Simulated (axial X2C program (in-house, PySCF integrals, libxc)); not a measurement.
# Spin–orbit effects down a group: molecules with O (ions), MP2

Computed with an in-house relativistic program for diatomic molecules, spin-free (one-electron X2C) or two-component (2c: spin–orbit coupling with atomic mean-field Coulomb and Gaunt terms, which also bring small scalar terms), in Dyall basis sets with cores contracted in-house; open shells are unrestricted.

Basis sets: Al dyall-av3z, B dyall-av3z, Ga dyall-acv3z, O dyall-av3z. Frozen shells (counts by l): BO⁻ O 1s, B 1s, 10 electrons correlated; AlO⁻ Al 2s1p, O 1s, 10 electrons correlated; GaO⁻ Ga 3s2p1d, O 1s, 10 electrons correlated. Where the outer core of a metal is frozen, bonds come out longer and ionisation energies lower.

| molecule | spin-free state | Re (Å) | ωe (cm⁻¹) | De (eV) | 2c state | Re 2c (Å) | ωe 2c (cm⁻¹) | De 2c (eV) |
| --- | --- | --- | --- | --- | --- | --- | --- | --- |
| BO⁻ | M_S = 0, Λ = 0 | 1.248 | 1672.3 | 9.81 | Ω = 0 | 1.248 | 1672.4 | 9.81 |
| AlO⁻ | M_S = 0, Λ = 0 | 1.673 | 908.4 | 6.74 | Ω = 0 | 1.673 | 908.5 | 6.73 |
| GaO⁻ | M_S = 0, Λ = 0 | 1.746 | 755.3 | 5.93 | Ω = 0 | 1.746 | 755.1 | 5.87 |

Task: Work out the shifts from the spin-free to the two-component result.

Result: 

| molecule | 2c state | ΔRe (Å) | Δωe (cm⁻¹) | ΔDe (eV) |
| --- | --- | --- | --- | --- |
| BO⁻ | Ω = 0 | 0.000 | 0.1 | 0.00 |
| AlO⁻ | Ω = 0 | 0.000 | 0.1 | -0.01 |
| GaO⁻ | Ω = 0 | 0.000 | -0.2 | -0.06 |

Shifts of one unit in the last digit are rounding.

Fragments in 2c: O- + B, Al + O-, Ga + O-. Each entry is the lowest single determinant of a limited PBE0 search at one distance. De goes to single-determinant-based atoms at the same level (for ions the charge split of lowest energy) and is withheld (n/a) where an atom does not fit its ground term or J level. Main or longest-lived isotopes.
